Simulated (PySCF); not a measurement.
**Question.** Write Cartesian coordinates for `C#C[C@@H]1C[C@H]2C=C[C@@H]1CC2` as optimised with PBE0-D3(BJ)/def2-SVP.

**Answer.** 
```
atom  x, y, z in Å
C1     3.2426    0.1739   -0.5559
C2     2.1787    0.5051   -0.0786
C3     0.8890    0.8903    0.4832
C4     0.3436   -0.1456    1.5069
C5    -1.0860   -0.5562    1.1086
C6    -1.9152    0.6905    0.9656
C7    -1.4461    1.5571    0.0596
C8    -0.1864    1.1076   -0.6253
C9    -0.4582   -0.2457   -1.3100
C10   -1.0114   -1.2420   -0.2720
H11    4.1910   -0.1093   -0.9717
H12    1.0297    1.8583    0.9909
H13    0.3475    0.2857    2.5180
H14    0.9905   -1.0353    1.5302
H15   -1.5007   -1.2457    1.8581
H16   -2.8229    0.8554    1.5519
H17   -1.9240    2.5107   -0.1785
H18    0.1818    1.8448   -1.3520
H19    0.4770   -0.6146   -1.7580
H20   -1.1713   -0.0939   -2.1333
H21   -0.3650   -2.1309   -0.1966
H22   -2.0120   -1.5978   -0.5588
```

Any rigid rotation of these coordinates is as good. Atoms count from 1 in this order. Of the pairs four or more bonds apart, C2···H19 is among the closest relative to their van der Waals radii: 2.64 Å, 91 % of the sum of Bondi's values. The 6-membered ring C5–C6–C7–C8–C9–C10 has internal angles of 108.1° to 114.1°; it is puckered, 0.33 Å rms from its mean plane, widest ring torsion 58°. The 6-membered ring C3–C4–C5–C6–C7–C8 has internal angles of 107.2° to 114.1° (sum 662°, against 720° for a flat polygon); it is puckered, 0.33 Å rms from its mean plane, widest ring torsion 59°. The 11 C–C bonds span 1.212 Å (C1≡C2, drawn triple) to 1.560 Å (C3–C8, drawn single), a spread of 0.348 Å.

Bonds between heavy atoms (Å): C1≡C2 1.212, C2–C3 1.458, C3–C4 1.555, C4–C5 1.540, C5–C6 1.504, C6=C7 1.339, C7–C8 1.503, C8–C9 1.541, C9–C10 1.541, C3–C8 1.560, C5–C10 1.543.

Computed with PBE0-D3(BJ)/def2-SVP geometry optimisation, gas phase in PySCF 2.14.0.

Point group: C1 (no symmetry element, even within 0.4 Å). No PBE0-D3(BJ)/def2-SVP frequencies stand behind this structure, so it isn't proved a minimum.
